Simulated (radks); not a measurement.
All-electron atom: Te II in [Kr] 4d10 5s2 5p2 7s1 (not the ground configuration). Method: Dirac Kohn-Sham, BLYP, spin-unpolarised, spherical densities, point nucleus; open shells are shared between the two j in proportion to 2j + 1; computed with a radial shooting solver on a logarithmic mesh with Libxc functionals.

Normalised radial functions P(r) = r R(r) (large component), r in bohr:

r           4p3/2
0.003027   0.0066
0.004202   0.0122
0.005833   0.0223
0.008032   0.0395
0.01115    0.0693
0.01548    0.1176
0.02149    0.1906
0.02983    0.2890
0.04108    0.3948
0.05702    0.4671
0.07916    0.4181
0.1099     0.1606
0.1525    -0.2853
0.2118    -0.6671
0.2916    -0.5859
0.4048     0.1130
0.562      0.9689
0.7801     1.2604
1.083      0.8754
1.503      0.3548
2.07       0.0832
2.874      0.0090
3.99       0.0004
5.539      0.0000
7.689      0.0000
10.67      0.0000
14.7       0.0000
20.4       0.0000
28.32      0.0000

4p3/2: eigenvalue -127.01 eV, 2 radial nodes at r = 0.125, 0.388 bohr, <r> = 0.830 bohr, 90 % of the charge inside 1.22 bohr.
